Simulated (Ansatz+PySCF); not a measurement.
**doublet BeH: levels of theory in one basis**

```xyz
2

Be    0.0000    0.0000   -0.5298
H     0.0000    0.0000    2.1193
```

Basis set: 6-31G (spherical functions). All electrons are correlated. Correlation on ROHF uses semicanonical orbitals with singles. Charge 0, multiplicity 2.

Computed with Ansatz (development build ahead of 0.2.0); each method stands on the lowest determinant of its kind that the runs found.

| method | E − E(ROHF) (eV) | <S²> of the determinant |
| --- | --- | --- |
| ROHF | 0.00 | 0.75 |
| UHF | -0.20 | 1.01 |
| ROHF-MP2 | -0.69 | – |
| UHF-MP2 | -0.65 | 1.01 |
| ROHF-CCSD | -1.33 | – |
| ROHF-CCSD(T) | -1.34 | – |
| full CI (lowest root of this spin) | -1.34 | – |

At such a shape the full CI root can have another spatial symmetry than the determinants, so the rows needn't describe one state.

Problem. Is a single determinant a sound starting point here?

Solution. Only with care. Unrestricted orbitals gain 0.20 eV and <S²> is 1.01 against 0.75 for a pure state, a contamination that matters most for the unrestricted series.

Caution for UHF, UHF-MP2: the unrestricted determinant is spin contaminated. Caution for ROHF-MP2, UHF-MP2, ROHF-CCSD, ROHF-CCSD(T): bonds are stretched, where a single reference can fail.
